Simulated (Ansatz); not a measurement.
Born–Oppenheimer molecular dynamics of BClFH3O (7 atoms, charge 0, multiplicity 1). It starts at the highest image of a converged band. Of that band: The profile has 2 maxima (images 2, 6) with wells between them (image 3): this band takes more than one step, which may be the mechanism or a detour left from its start path. A structure lower than the first end lies on the path between it and the top, so the climb from that side starts below the end, which may itself be a saddle point or a shallow side well. Neighbouring images differ by up to 1.6 eV, so the band resolves the path poorly. A vibrational analysis at the climbing image gives one clearly imaginary mode, 1145i cm⁻¹: a first-order saddle point.

Method: RKS PBE0-D4/def2-SVP (Ansatz).

```json
{"ensemble": "NVE (velocity Verlet)", "time step": "0.5 fs", "steps asked": "200", "starting velocities drawn for": "100 K", "seed": "9703"}
```

First frame:

```xyz
7
Properties=species:S:1:pos:R:3
B -0.021 0.231 0.076
F 0.195 -0.007 1.677
Cl 1.370 -0.442 -0.811
O -1.303 -0.018 -0.287
H -1.386 -0.757 -0.898
H 0.151 1.540 0.316
H 0.221 1.070 1.251
```

Q: How far do the bonds stretch over the last three quarters of this one trajectory? (Pairs bonded in most of those frames.)

A: 
```json
{"bond": "B1–Cl3", "mean (Å)": "1.794", "spread (Å)": "0.043", "shortest": "1.72", "longest": "1.85"}
{"bond": "B1–O4", "mean (Å)": "1.344", "spread (Å)": "0.019", "shortest": "1.31", "longest": "1.38"}
{"bond": "B1–H6", "mean (Å)": "1.206", "spread (Å)": "0.007", "shortest": "1.19", "longest": "1.22"}
{"bond": "F2–H7", "mean (Å)": "0.926", "spread (Å)": "0.028", "shortest": "0.89", "longest": "0.97"}
{"bond": "O4–H5", "mean (Å)": "0.966", "spread (Å)": "0.002", "shortest": "0.96", "longest": "0.97"}
```

Mean temperature of the second half: 1076 K. The conserved energy stayed within 0.16 meV per atom of its start (net change -0.12 meV per atom), so the integration is sound. The kinetic energy rose, since the run started high on the potential surface and went downhill. It ends in pieces (BClH2O + FH), so much of that is their flight and rotation, not heat. A run of 0.1 ps of so small a system gives no equilibrium averages. The orbitals stay closed-shell, which can raise the energy where a bond breaks towards radicals; this wasn't checked here.

Run time: 7.8 min on 1 thread of Arm Neoverse V1, with other jobs on the host, peak memory 0.16 GiB.
